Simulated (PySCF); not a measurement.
From one molecule to another.

First species: C₂H₄N₂OSi.
SMILES: `[SiH3]c1nnco1`

Second species: C₆H₁₀O.
SMILES: `C=C=C[C@H](C)OC`

Levels: CAM-B3LYP/def2-SVPD for dipole moment, HOMO energy, LUMO energy, HOMO–LUMO gap, static isotropic polarisability and electronic spatial extent ⟨r²⟩ about the centre of nuclear charge; TDDFT CAM-B3LYP/def2-SVPD for lowest singlet excitation; TDA CAM-B3LYP/def2-SVPD for lowest triplet excitation (Tamm–Dancoff); GFN2-xTB for rotational constant A and rotational constant C. Geometries: GFN2-xTB. Each structure is a single optimised conformer of the isolated species, non-relativistic unless stated. Electronic properties by PySCF.

Dipoles, sizes and rotational constants follow the conformer. The torsions of the flexible species, by atom-mapped SMILES:
- `[CH2:1]=[C:2]=[CH:3][C@H:4]([CH3:5])[O:6][CH3:7]`: C2–C3–C4–C5 -118°, C3–C4–O6–C7 -69°

Problem. Which has the higher dipole moment?

Solution. The first: 3.20 D against 1.22 D, a difference of 1.98 D.

Problem. Which of the two has the higher rotational constant A, and by how much?

Solution. The first: 9.337 GHz against 3.756 GHz, a difference of 5.581 GHz.

Problem. Which of the two has the higher rotational constant C, and by how much?

Solution. The first: 1.719 GHz against 1.292 GHz, a difference of 0.427 GHz.

Problem. Which of the two has the higher LUMO energy, and by how much?

Solution. The second: 1.25 eV against 0.12 eV, a difference of 1.13 eV.

Problem. Which has the higher T1 energy?

Solution. The second: 4.68 eV against 4.55 eV, a difference of 0.13 eV.

Problem. Which has the higher static isotropic polarisability?

Solution. The second: 81.0 au against 63.2 au, a difference of 17.8 au.

Problem. Which has the higher HOMO energy?

Solution. The second: -8.78 eV against -9.52 eV, a difference of 0.74 eV.

Problem. Which of the two has the higher HOMO–LUMO gap, and by how much?

Solution. The second: 10.03 eV against 9.64 eV, a difference of 0.39 eV.

On the first: In atomic units the dipole is 1.26 e·bohr (1 au = 2.5417 D). No computed singlet falls in the visible range (750 to 380 nm, 1.65 to 3.26 eV); S1 lies 2.31 eV above its blue end. GFN2-xTB frequencies show an imaginary mode (41i cm⁻¹), so this geometry is no minimum at that level.

On the second: The dipole equals about 4.1 × 10⁻³⁰ C·m (1 D = 3.33564 × 10⁻³⁰ C·m).
